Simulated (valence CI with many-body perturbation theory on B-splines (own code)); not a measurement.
## How close is CI+MBPT for Al6+?

Calculated by configuration interaction combined with many-body perturbation theory (CI+MBPT): five valence electrons over a frozen Dirac-Fock core [He], radial functions for each j: 11 s, 11 p, 10 d, 8 f, 5 g, 2 h, with the one-electron correlation potential Σ1, the two-electron term Σ2, the three-electron term Σ3, Breit, model QED; selected CI, second order for the rest, scaled by the run's own slope (own B-spline code, finite nucleus).

Set against measurement, 28 paired levels are off by 260 cm⁻¹ on average, the worst by 599. These come from a selection out of NIST levels in Kelleher and Podobedova, J. Phys. Chem. Ref. Data 37, 709 (2008); Martin and Zalubas, J. Phys. Chem. Ref. Data 8, 817 (1979). Levels without a partner in it may be off by more. Among the levels kept, up to 5600 cm⁻¹ of a level comes from second order outside the variational space, and about a tenth of that is noise between levels of different J, which matters for small intervals. 2 measured levels below the end of the list, from 1318010 cm⁻¹ on, found no clear computed partner, and computed levels of the same name lie up to 5257 cm⁻¹ from them.

Measured levels: NIST levels in Kelleher and Podobedova, J. Phys. Chem. Ref. Data 37, 709 (2008); Martin and Zalubas, J. Phys. Chem. Ref. Data 8, 817 (1979). Pairs share parity and J, and are chosen by configuration, term and nearness in energy; levels without a clear partner are left out. Energies in cm⁻¹ above the measured ground level.

Names give the largest LS component (configuration and term), which can be under half, so a name can repeat, a term be missing and a line seem to break the LS rules; names also repeat where a configuration has a term twice. Letters in brackets count levels of one name in rising energy.

```tsv
Computed label	Label in the source	Measured	Computed	Difference
2s2.2p3 4S°_3/2	2s2 2p3 4S°	0	0.0	0
2s2.2p3 2D°_3/2	2s2 2p3 2D°	62313	62589.3	+276
2s2.2p3 2D°_5/2	2s2 2p3 2D°	62369	62633.9	+265
2s2.2p3 2P°_1/2	2s2 2p3 2P°	94603	94963.4	+360
2s2.2p3 2P°_3/2	2s2 2p3 2P°	94869	95235.0	+366
2s.2p4 4P_5/2	2s 2p4 4P	280200	280243.7	+44
2s.2p4 4P_3/2	2s 2p4 4P	282670	282718.9	+49
2s.2p4 4P_1/2	2s 2p4 4P	283970	284029.4	+59
2s.2p4 2D_5/2	2s 2p4 2D	385860	386211.9	+352
2s.2p4 2D_3/2	2s 2p4 2D	385910	386271.5	+362
2s.2p4 2S_1/2	2s 2p4 2S	453060	453653.4	+593
2s.2p4 2P_3/2	2s 2p4 2P	477690	478238.4	+548
2s.2p4 2P_1/2	2s 2p4 2P	480660	481236.0	+576
2p5 2P°_3/2	2p5 2P°	735750	736245.2	+495
2p5 2P°_1/2	2p5 2P°	739700	740160.0	+460
2s2.2p2.3s 4P_1/2	2p2(3P) 3s 4P	1147200	1146867.4	-333
2s2.2p2.3s 4P_3/2	2p2(3P) 3s 4P	1148650	1148418.8	-231
2s2.2p2.3s 4P_5/2	2p2(3P) 3s 4P	1150950	1150678.5	-272
2s2.2p2.3s 2P_1/2	2p2(3P) 3s 2P	1163940	1163845.5	-94
2s2.2p2.3s 2P_3/2	2p2(3P) 3s 2P	1166720	1166622.9	-97
2s2.2p2.3s 2S_1/2	2p2 3s 2S	1248430	1248596.7	+167
2s2.2p2.3d 2P_3/2 [a]	2p2(3P) 3d 2P	1317220	1317198.2	-22
2s.2p3.3s 4S°_3/2 [a]	2s 2p3(5S°) 3s 4S°	1322150	1321786.6	-363
2s2.2p2.3d 2F_5/2 [a]	2p2(3P) 3d 2F	1324930	1325054.4	+124
2s2.2p2.3d 4P_5/2	2p2(3P) 3d 4P	1326900	1326852.7	-47
2s2.2p2.3d 4P_3/2	2p2(3P) 3d 4P	1327890	1327896.2	+6
2s2.2p2.3d 2F_7/2 [a]	2p2(3P) 3d 2F	1327910	1328036.8	+127
2s2.2p2.3d 4P_1/2	2p2(3P) 3d 4P	1328450	1328448.8	-1
2s2.2p2.4d 4D_3/2	2p2(3P) 4d 2P	1600400	1599800.6	-599
```

Over 28 excited levels the mean absolute difference is 260 cm⁻¹, the median 268 and the largest 599. The comparison draws on a selection of the measured levels: 29 of the 192 computed ones have a partner in it, and others may be off by more.

These 2 measured levels below the end of the computed list are not counted above. Beside each stands the unpaired computed level of its name, or else the nearest of its J and parity; the gap is either an error of the method or a doubtful assignment.

| Label in the source | J | Measured | Unpaired level | Computed |
| --- | --- | --- | --- | --- |
| 2p2(3P) 3d 2P | 1/2 | 1318010 | 2s2.2p2.3d 2P_1/2 [a] | 1320690 |
| 2p2(3P) 4s 4P | 5/2 | 1543000 | 2s2.2p2.4s 4P_5/2 | 1537743 |
